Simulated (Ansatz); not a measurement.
Calculated with Ansatz (gas phase, PBE0-D4/def2-TZVP geometries, no zero-point term in ΔE). CCSD(T)/CBS is the MP2 limit (def2-TZVPP, def2-QZVPP) plus CCSD(T) − MP2 in def2-TZVPP, frozen cores. This one scheme is used for every species. Functionals use def2-TZVPP. B3LYP here is the variant with VWN-RPA as its local correlation; programs differ in this. Each species was taken in one conformer, which may not be the lowest.

`C=CB(Cl)CO` + H₂ → `C=CBCl` + CH₃OH  (hydrogenolysis of a B–C bond)

| level | ΔE (kcal/mol) |
| --- | --- |
| B3LYP-D4 | -5.3 |
| PBE0 | -6.4 |

**Question.** What does CCSD(T)/CBS give? (Best estimate.)

**Answer.** Computed: -5.1 kcal/mol. The listed levels differ from it by -0.2, -1.3 kcal/mol.

Largest T1 diagnostic among the species: 0.012.

The D4 term adds +3.0 kcal/mol with B3LYP and +1.7 kcal/mol with PBE0; it sums over pairs of atoms, weighted by their polarisabilities, and B3LYP, whose exchange is more repulsive, gets the larger term. In def2-TZVPP, CCSD(T) changes the Hartree–Fock value by +6.9 kcal/mol (the triples alone add +1.3 kcal/mol) and MP2 by +8.0 kcal/mol.
